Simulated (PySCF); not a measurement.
The numbers below are computed, except where a source is named.
AlSiH10N6(-)

AlSiH10N6(-) is a molecule drawn as a unit of a network glass or zeolite (built as: Al Si, NH2 ends, N bridges), charge -1, singlet. The structure, one conformer, was relaxed in the gas phase by PBE0-D3(BJ)/def2-SVP. No frequency run checks that it is a minimum.

SMILES: [NH2][Al-]1([NH2])[NH][Si](N)(N)[NH]1

```csv
atom,x (Å),y (Å),z (Å)
N1,-2.377,1.023,-0.935
Si2,-1.249,0.042,0.019
N3,-2.430,-0.855,0.992
N4,-0.115,-1.021,-0.708
Al5,1.358,-0.048,-0.013
N6,2.493,0.985,-1.052
N7,2.455,-1.151,0.995
N8,-0.027,1.020,0.723
H9,-1.884,1.605,-1.608
H10,-3.058,0.466,-1.446
H11,-1.971,-1.474,1.656
H12,-3.059,-0.249,1.516
H13,-0.280,-1.985,-0.962
H14,3.113,0.485,-1.687
H15,2.034,1.709,-1.600
H16,1.969,-1.847,1.557
H17,3.125,-0.693,1.608
H18,-0.117,1.995,0.972
```

Shieldings: GIAO PBE0/aug-pcSseg-1.  Core levels by delta-SCF with SCAN, aug-pcX-2 on the ionised atom and aug-pcseg-1 elsewhere, spin-free X2C (2p3/2 is the spin-free 2p value less a third of a first-order spin-orbit splitting); from the vacuum level, for chosen atoms.

Problem. Give the NMR and core-level values of the distinct atoms.

Solution. 
| atoms | bonded to | σ (ppm) | δ (ppm) | core level (eV) |
| --- | --- | --- | --- | --- |
| N1 N3 | 1 Si + 2 H | 224.5 | - | 1s 400.15 |
| Si2 | 4 N | 384.9 | - | 2p3/2 101.94 |
| N4 N8 | 1 Al + 1 Si + 1 H | 218.2 | - | 1s 397.96 |
| Al5 | 4 N | 463.8 | - | 2p3/2 73.93 |
| N6 N7 | 1 Al + 2 H | 251.6 | - | 1s 398.93 |
| H9 H11 | 1 N | 31.75 | - | - |
| H10 H12 | 1 N | 31.41 | - | - |
| H13 H18 | 1 N | 31.93 | - | - |
| H14 H17 | 1 N | 32.69 | - | - |
| H15 H16 | 1 N | 32.90 | - | - |

Values are those of this one static structure; atoms that internal rotation interchanges would show their mean in an NMR spectrum.

Problem. Which of N1, N4, N6 holds its core electrons tightest, and by how much against the loosest?

Solution. N1 (bonded to 1 Si + 2 H), by 2.19 eV over N4 (bonded to 1 Al + 1 Si + 1 H).

Problem. By CAM-B3LYP/def2-SVPD (TDDFT singlets, Tamm-Dancoff triplets, ionisation by delta-SCF), where does absorption start, and what does vertical ionisation take?

Solution. The first singlet with intensity lies at 4.98 eV (f 0.041); what lies below it is dark. The lowest singlet lies at 4.64 eV (f 0.001), the strongest of the first 6 at 5.02 eV (f 0.066), the lowest triplet at 4.52 eV; vertical ionisation takes 3.79 eV.

Excited states of gas-phase anions may lie above the detachment limit and hang on the basis.
